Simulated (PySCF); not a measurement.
An unknown is described by computed data only.

Elements present: C, H, O and Si. Monoisotopic mass: 118.0086 u.

- Dipole: 3.06 D [PBE0/def2-SVPD]
- 13C NMR: chemical shifts (computed TMS as zero) by class: 247.9 (1 C), 177.2 (1 C), 23.6 (1 C) ppm [GIAO PBE0/pcSseg-1]
- UV, first state: lowest singlet excitation: 3.19 eV (389 nm, f = 0.001) [TDDFT PBE0/def2-SVPD]
- NMR, other nuclei: isotropic shieldings of nuclei other than C and H, by class: -643 (1 O), -136 (1 O), 140 (1 O), 405 (1 Si) ppm [GIAO PBE0/pcSseg-1]
- Rotational structure: rotational constants A, B, C: 6.688, 1.018, 0.898 GHz [GFN2-xTB]
- 1H NMR: chemical shifts (computed TMS as zero) by class: 12.39 (1 H), 4.66 (2 H), 2.34 (3 H) ppm [GIAO PBE0/pcSseg-1]

The electronic properties come from PySCF, for the isolated species, density fitting. Levels stand in brackets. One conformer (not necessarily the lowest) at the GFN2-xTB geometry, without solvent, vibrations or thermal averaging. Each NMR value is the plain mean over a class of atoms that symmetry, rotation or inversion makes alike.

Question: Which formula fits the mass and the elements?

Answer: C3H6O3Si (calculated 118.0086). No other formula that holds each of these elements comes within 0.0003 u with a fitting electron parity and a possible valence count.

Question: What is the compound? Reason from the data.

Answer: Numbering: `[CH3:1][C:2](=[O:3])[O:4][SiH2:5][CH:6]=[O:7]`. Its formula, C3H6O3Si, gives 2 degrees of unsaturation: 0 rings and 2 π bonds in the structure found. 3 carbons fall into 3 classes; from least to most shielded: carbonyl carbon [C6] (247.9 ppm), carbonyl carbon [C2] (177.2 ppm), methyl carbon next to a carbonyl [C1] (23.6 ppm). Hydrogen classes from least to most shielded: 1 H on a carbonyl carbon, C6 (12.39 ppm), 2 H on an oxygen-bound silicon, Si5 (4.66 ppm), 3 H on a methyl carbon next to a carbonyl, C1 (2.34 ppm). The other shieldings belong to: -643 ppm, carbonyl oxygen [O7]; -136 ppm, carbonyl oxygen [O3]; 140 ppm, oxygen singly bound to a carbonyl carbon [O4]; 405 ppm, oxygen-bound silicon [Si5]. S1 is mainly HOMO→LUMO (weight 0.98); the largest Löwdin shares of the orbital it empties are 0.52 on a carbonyl oxygen, 0.21 on a carbonyl carbon, 0.11 on the oxygen-bound silicon and 0.10 on the formyl hydrogen, of the orbital it fills 0.41 on a carbonyl carbon, 0.33 on a carbonyl oxygen, 0.13 on the oxygen-bound silicon and 0.06 on the formyl hydrogen. By its constants the optimised geometry is an asymmetric top. Structure: `C([SiH2]OC(=O)C)=O`. Computed isomers that give other values at the same levels: `CC(=O)[SiH2]C(=O)O` (13C chemical shifts (computed TMS as zero) by class: 237.3 (1 C), 185.2 (1 C), 40.8 (1 C) ppm). The assignments are read from this structure; whether some other isomer fits the data as well wasn't checked.

Shape of the structure used: `[CH3:1][C:2](=[O:3])[O:4][SiH2:5][CH:6]=[O:7]`: C1–C2–O4–Si5 179°, C2–O4–Si5–C6 178°, O4–Si5–C6–O7 -179°.
